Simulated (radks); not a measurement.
Values are calculated unless marked as measured or tabulated.
Dipole-allowed excitations along the series with 28 electrons in [Ar] 3d10. Level of theory: non-relativistic Kohn-Sham, LB94 model potential, spin-unpolarised, spherical densities, point nucleus (a radial shooting solver on a logarithmic mesh with Libxc functionals). Time-dependent linear response with the Hartree and adiabatic LDA kernel, continuum included through the Sternheimer equations. Lines are the poles of the dipole polarisability below minus the highest occupied eigenvalue, found on a grid refined at the orbital gaps; the lowest seven at most are given, and weak or close lines can be missed. The first line takes the name of the lowest orbital gap if no other gap lies below it; otherwise a line is named after a gap within 0.6 % of it, if that gap stands alone.

Se6+: -e(HOMO) (eV) 155.16; lowest orbital gap (eV) 3d-4p 68.761; first line (eV) 69.940 (3d-4p); f 0.572; strongest line (eV) 112.64 (unassigned); its f 1.21; static alpha (bohr^3) 0.3798
Br7+: -e(HOMO) (eV) 192.22; lowest orbital gap (eV) 3d-4p 85.133; first line (eV) 86.434 (3d-4p); f 0.564; strongest line (eV) 136.46 (unassigned); its f 1.54; static alpha (bohr^3) 0.2786
Kr8+: -e(HOMO) (eV) 232.52; lowest orbital gap (eV) 3d-4p 102.93; first line (eV) 104.36 (3d-4p); f 0.554; strongest line (eV) 161.67 (unassigned); its f 1.62; static alpha (bohr^3) 0.2111
Rb9+: -e(HOMO) (eV) 276.04; lowest orbital gap (eV) 3d-4p 122.15; first line (eV) 123.69 (3d-4p); f 0.542; strongest line (eV) 188.43 (unassigned); its f 2.02; static alpha (bohr^3) 0.1641
Sr10+: -e(HOMO) (eV) 322.73; lowest orbital gap (eV) 3d-4p 142.76; first line (eV) 144.42 (3d-4p); f 0.531; strongest line (eV) 216.60 (unassigned); its f 2.34; static alpha (bohr^3) 0.1303
